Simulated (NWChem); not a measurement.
**Basis-set convergence for ammonia borane (H$_{6}$BN)**

SMILES: [NH3+][BH3-]
```xyz
8

B      0.9134    -0.0695     0.0000
N     -0.7176     0.0546     0.0000
H      1.3277     1.0826     0.0000
H      1.1934    -0.6826    -1.0221
H      1.1934    -0.6826     1.0221
H     -1.0502     0.5569     0.8238
H     -1.1584    -0.8659     0.0000
H     -1.0502     0.5569    -0.8238
```
Charge 0, spin multiplicity 1.

The numbers come from NWChem runs, not from measurements. Structure: optimised with PBE0/def2-SVP, a minimum by its harmonic frequencies.

Quantity: LUMO energy at the level PBE.

The Pople sets run with spherical d functions.

```csv
basis,functions,LUMO energy (eV)
STO-3G,16,6.21
6-31+G*,48,-1.31
cc-pVDZ,58,-0.36
pcseg-1,58,-0.70
6-311++G**,86,-1.43
def2-SVPD,88,-1.03
aug-cc-pVDZ,100,-1.43
aug-pcseg-1,100,-1.44
pcseg-2,144,-1.17
aug-cc-pVTZ,230,-1.43
```

Smallest basis within 0.1 eV of aug-cc-pVTZ, the largest set run: 6-311++G**, with 86 functions against 230 and about 5 % of the time (also within reach: aug-cc-pVDZ, aug-pcseg-1). aug-cc-pVTZ isn't the basis-set limit itself, and a small set can land close by cancellation.
